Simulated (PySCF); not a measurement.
Br2ClHOSi, SMILES O[Si](Cl)(Br)Br.

Coordinates come from a PBE0-D3(BJ)/def2-SVP optimisation. The structure was generated by enumeration, and PubChem lists no compound with its InChIKey, so it may never have been made. The values are those of a single conformer.

Two levels are set side by side: PBE/def2-TZVP (PySCF) and B3LYP/def2-TZVP (PySCF). Same geometry, gas phase. Differences are taken from unrounded values.

| quantity | B3LYP | PBE | PBE minus B3LYP |
|---|---|---|---|
| orbital gap (eV) | 7.32 | 5.63 | -1.70 |
| highest occupied level (eV) | -8.40 | -7.38 | 1.03 |
| lowest empty level (eV) | -1.08 | -1.75 | -0.67 |
| dipole moment (D) | 1.47 | 1.44 | -0.04 |
| mean polarisability (bohr³) | 75.6 | 78.0 | 2.5 |

PBE's occupied levels lie high since its potential decays too fast outside the molecule; exact exchange lowers them and widens the gap. PBE's more diffuse valence density responds more strongly to a field. Differences between two approximate levels are no errors against the true value.

Rough cost on one machine, each run with all the roots and properties that it gave: B3LYP against PBE within a factor of 2.
